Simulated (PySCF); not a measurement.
Exercise with solution: chemical shift, span and skew from a shielding tensor

MgF, SMILES [F][Mg+], charge +1. Atoms are numbered in the order given.

```xyz
2

Mg     0.0000     0.0000    -0.7286
F      0.0000     0.0000     0.9715
```
Charge +1, spin multiplicity 1.

Geometry: PBE0-D3(BJ)/def2-TZVPD. The multiplicity is an assumed one; other spin states were not compared.

GIAO shieldings from B3LYP/pcSseg-2 (PySCF), non-relativistic, no solvent. The symmetric part of the tensor of F2 has the principal values 359.9, 359.9, 483.4 ppm. The same nucleus in CFCl3 has σ = 159.6 ppm at this level (PySCF, at its B3LYP-D3(BJ)/def2-TZVP geometry).

**Question.** Work out the isotropic shielding, the ¹⁹F shift against CFCl3, the span and the skew.

**Answer.** 
σ(iso) = (σ11 + σ22 + σ33)/3 = 401.1 ppm. δ = σ(ref) − σ(iso) = 159.6 − (401.1) = -241.5 ppm.
Span Ω = σ33 − σ11 = 123.5 ppm. Skew κ = 3(σ(iso) − σ22)/Ω = 1.00, an axial tensor. Tumbling in solution averages the tensor to δ; in a static solid the shielding alone would spread this spin-1/2 line over Ω.
